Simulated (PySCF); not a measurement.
```xyz
5

Al    -0.6506    -0.1086    -0.0269
S      1.4627    -0.6460     0.1541
H     -1.0388     1.4070    -0.2291
H     -1.6852    -1.2938     0.0567
H      1.8965     0.6201     0.0281
```

Charge 0, multiplicity 1.

Give the Mulliken and meta-Löwdin atomic charges from PySCF with TPSSh-D3(BJ)/def2-TZVP.


| atom | Mulliken (e) | meta-Löwdin (e) |
|---|---|---|
| Al1 | 0.37 | 0.51 |
| S2 | -0.34 | -0.32 |
| H3 | -0.09 | -0.15 |
| H4 | -0.10 | -0.14 |
| H5 | 0.16 | 0.11 |
